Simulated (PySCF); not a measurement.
Bi2OF8 at several levels of theory

Computed with PySCF 2.14.0 (density fitting, no spin-orbit coupling) at the geometry relaxed with BP86:

```xyz
11
Bi2OF8 (singlet)
Bi    0.0000    0.0542    1.9475
Bi    0.0000    0.0542   -1.9475
O     0.0000    0.8956    0.0000
F     1.7236   -0.2613    2.9696
F    -1.7236   -0.2613    2.9696
F     0.0000    2.0013    2.5663
F     0.0000   -1.8951    1.3422
F     1.7236   -0.2613   -2.9696
F    -1.7236   -0.2613   -2.9696
F     0.0000    2.0013   -2.5663
F     0.0000   -1.8951   -1.3422
```

```csv
level,basis,state,HOMO (eV),gap (eV),charge on Bi1 (e),dipole about the centre of mass (D),largest force component (eV/Å)
BP86,"Bi def2-SVP with ECP60, O def2-SVP, F def2-SVP",singlet,-9.61,1.93,1.50,0.07,0.02
BP86,"Bi def2-TZVP with ECP60, O def2-TZVP, F def2-TZVP",singlet,-10.03,1.97,1.65,0.15,0.58
```

Charges are Mulliken's, which hang on the basis. The relaxation used the grid (50, 194), these runs (75, 302) or, all-electron (x2c bases, spin-free X2C Hamiltonian), (99, 590).

Q: Order these levels, in the first row's basis, by the HOMO–LUMO gap they give here, smallest first.
A. PBE0
B. r2SCAN
C. wB97X
D. B3LYP

A: B (2.33 eV), D (3.75 eV), A (4.23 eV), C (8.48 eV).

Q: And their other results?

A: 
| level | state | HOMO (eV) | gap (eV) | charge on Bi1 (e) | dipole about the centre of mass (D) | largest force component (eV/Å) |
| --- | --- | --- | --- | --- | --- | --- |
| wB97X | singlet | -13.82 | 8.48 | 1.74 | 0.11 | 1.08 |
| PBE0 | singlet | -11.49 | 4.23 | 1.72 | 0.03 | 0.79 |
| r2SCAN | singlet | -10.14 | 2.33 | 1.68 | 0.03 | 0.53 |
| B3LYP | singlet | -11.11 | 3.75 | 1.68 | 0.00 | 0.52 |

In the first row's basis the gap widens with exact exchange: 1.9 to 2.3 eV for BP86, r2SCAN (none); 3.7 to 4.2 eV for B3LYP, PBE0 (a fixed share); 8.5 eV for wB97X (rising or full at long range).
